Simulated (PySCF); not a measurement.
**Ionising TlB**

UHF-CCSD(T); basis Tl aug-cc-pVDZ-PP with ECP60, B aug-cc-pVDZ; scalar-relativistic core potentials; PySCF 2.14. Neutral (UHF): triplet (σ ↑, π ↑), Re = 2.509 Å, ωe = 338 cm⁻¹, De = 1.34 eV.

TlB⁺ (UHF): doublet (σ ↑), Re = 3.157 Å, ωe = 160 cm⁻¹. The energies at the minima are -196.22269 hartree for TlB and -195.99888 for TlB⁺.

Task: Work out the adiabatic ionisation energy, without and with harmonic zero-point energies (1 hartree = 27.2114 eV, 1 eV = 8065.5 cm⁻¹), and the change of the bond length.

Result: At UHF-CCSD(T): 0.22381 hartree = 6.090 eV between the minima; the zero-point term (160.0 − 338.0)/2 cm⁻¹ = -0.011 eV makes it 6.079 eV. Re changes by +64.8 pm against the neutral. The electron leaves a π orbital, and the ion is left as a loose complex of an ion and an atom.

TlB⁻ (UHF): quartet (σ ↑, π ↑↑), Re = 2.335 Å, ωe = 406 cm⁻¹, De = 2.36 eV to Tl⁻ + B. The energies at the minima are -196.22269 hartree for TlB and -196.27058 for TlB⁻.

Task: Work out the adiabatic electron affinity, without and with harmonic zero-point energies (1 hartree = 27.2114 eV, 1 eV = 8065.5 cm⁻¹), and the change of the bond length.

Result: At UHF-CCSD(T): 0.04789 hartree = 1.303 eV between the minima; the zero-point term (338.0 − 406.0)/2 cm⁻¹ = -0.004 eV makes it 1.299 eV. Re changes by -17.4 pm against the neutral. The electron enters a π orbital; the charge polarises the partner, so the anion is bound more strongly.

Correlated steps freeze 5 core orbitals. Correlated levels converge slowly with the basis: in double zeta they bind strong bonds too weakly, by up to about 1 eV, and carry superposition errors of some tenths. Spin–orbit coupling is left out, which matters for elements this heavy, above all for dissociation energies. For an ion De counts to the pair picked by the measured ionisation energies or electron affinities, which need not be the lowest pair at this level. States were picked by a PBE0 search and need not be the measured ground states.
